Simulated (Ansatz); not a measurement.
C2H4AlN (`N#C[CH2][AlH2]`). Total charge 0; spin multiplicity 1.

Cartesian coordinates in Å:
```
N 0.052 -1.308 2.014
C 0.310 -1.032 0.922
C 0.526 -0.544 -0.415
Al -0.600 1.094 -0.302
H 0.170 -1.268 -1.150
H 1.584 -0.335 -0.581
H 0.084 2.425 0.201
H -2.125 0.968 -0.690
```

Q: Give the diagnostics of a CCSD(T)/def2-TZVPP run (frozen core, the Gaussian-basis code of Ansatz). (Best estimate.)

A: Computed: T1 = 0.0126, largest single amplitude 0.013, largest double 0.037, (T) share of the correlation energy 4.4 %, 9 CCSD cycles. The RHF solution is stable towards an unrestricted one. T1 lies under the customary mark of 0.02 for closed shells.
